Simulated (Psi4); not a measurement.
The Psi4 input:
```
memory 2 GB

molecule mol {
0 1
N     1.667666   -0.283865   -0.127330
Si    0.007504   -0.002494    0.005089
F    -0.794201   -0.986292   -0.937160
F    -0.332927    1.485326   -0.405909
F    -0.669203   -0.182628    1.430723
H     2.044462   -1.214791   -0.156781
H     2.343796    0.389115    0.187964
}

set {
  basis cc-pvdz
  reference rhf
  freeze_core true
}

energy('mp4')
print_variables()
```

### Question
Give the MP2 correlation energy at the level MP4/cc-pVDZ (Psi4).

### Answer
-0.8182 Eh

### Question
Estimate the nuclear repulsion energy that MP4/cc-pVDZ returns for this input.

### Answer
267.3351 Eh

### Question
Estimate the total energy that MP4/cc-pVDZ returns for this input.

### Answer
-643.9446 Eh

### Question
Predict the number of basis functions from MP4/cc-pVDZ.

### Answer
84
